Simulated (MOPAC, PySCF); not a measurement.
C3H6O, SMILES `C(C)(O)=C` (C–C–O–H torsion 0°), neutral singlet in the gas phase. 

Z-matrix (Å, degrees):
```
C
C 1 1.3263
O 1 1.3621 2 123.73
H 3 0.9630 1 109.64 2 0.03
H 2 1.0783 1 120.55 3 179.99
H 2 1.0826 5 117.68 1 180.00
C 1 1.4882 2 125.51 5 0.00
H 7 1.0867 1 111.00 2 0.02
H 7 1.0909 8 109.15 1 -121.46
H 7 1.0909 8 109.15 9 -117.08
```
Charge 0, multiplicity 1.

All levels are single points at this geometry (CAM-B3LYP-D3(BJ)/def2-TZVP); Pople sets use spherical d functions. Orbital energies aren't observables, and empty levels follow the basis.

BP86/6-31G* in PySCF gives HOMO (eV) = -5.07.

Estimate the HOMO (eV) from each of these levels: CAM-B3LYP-D3(BJ)/def2-TZVP in PySCF; TPSSh-D3(BJ)/def2-TZVP in PySCF; B3LYP/3-21G in PySCF; M06-2X/6-31G* in PySCF; SVWN5/6-31G* in PySCF; HF/3-21G in PySCF; HF/6-31G* in PySCF; HF/STO-3G in PySCF; AM1 in MOPAC; PM3 in MOPAC; PM6 in MOPAC; PM7 in MOPAC.


| level | HOMO (eV) |
|---|---|
| CAM-B3LYP-D3(BJ)/def2-TZVP in PySCF | -7.97 |
| TPSSh-D3(BJ)/def2-TZVP in PySCF | -5.90 |
| B3LYP/3-21G in PySCF | -5.90 |
| M06-2X/6-31G* in PySCF | -7.56 |
| SVWN5/6-31G* in PySCF | -5.08 |
| HF/3-21G in PySCF | -9.14 |
| HF/6-31G* in PySCF | -9.11 |
| HF/STO-3G in PySCF | -7.29 |
| AM1 in MOPAC | -9.49 |
| PM3 in MOPAC | -9.56 |
| PM6 in MOPAC | -9.56 |
| PM7 in MOPAC | -9.65 |
